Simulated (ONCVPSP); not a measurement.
## Configuration tests for phosphorus (ONCV)

- Element: phosphorus
- Generator: ONCVPSP 4.0.1
- Type: optimised norm-conserving Vanderbilt (ONCV)
- Functional: revPBE
- Relativity: scalar-relativistic
- Frozen core: [He]
- Valence charge: 13
- Reference configuration: 2s2 2p6 3s2 3p1.5 (charge +1.5)
- Partial waves: 2s+3s: rc 1.05 bohr, ncon 3, nbas 7, qcut 12.3 1/bohr, 2 projectors; 2p+3p: rc 0.90 bohr, ncon 3, nbas 7, qcut 17.6 1/bohr, 2 projectors; d scattering state at 0.2 Ha: rc 0.90 bohr, ncon 3, nbas 7, qcut 10.7 1/bohr, 2 projectors, debl 0.8 Ha
- Local potential: polynomial inside 0.65 bohr (lpopt 5, dvloc0 3 Ha)
- Core correction: Teter function, fcfact 5, rcfact 1

Energies are relative to the spin-unpolarised reference configuration 2s2 2p6 3s2 3p1.5; without spin polarisation the order of configurations can differ from experiment.

| valence configuration | charge | ΔE all-electron (eV) | error AE − PS (meV) |
| --- | --- | --- | --- |
| 2s2 2p6 3s2 3p3 | 0 | -18.012 | +1.3 |
| 2s2 2p6 3s2 3p2 | +1 | -8.305 | +0.3 |
| 2s2 2p6 3s2 3p1 | +2 | 10.820 | +0.1 |

**Question.** What are ΔE and the potential's error for 2s2 2p6 3s1 3p0?

**Answer.** ΔE = 92.415 eV all-electron; the error (AE − PS) is -0.1 meV.
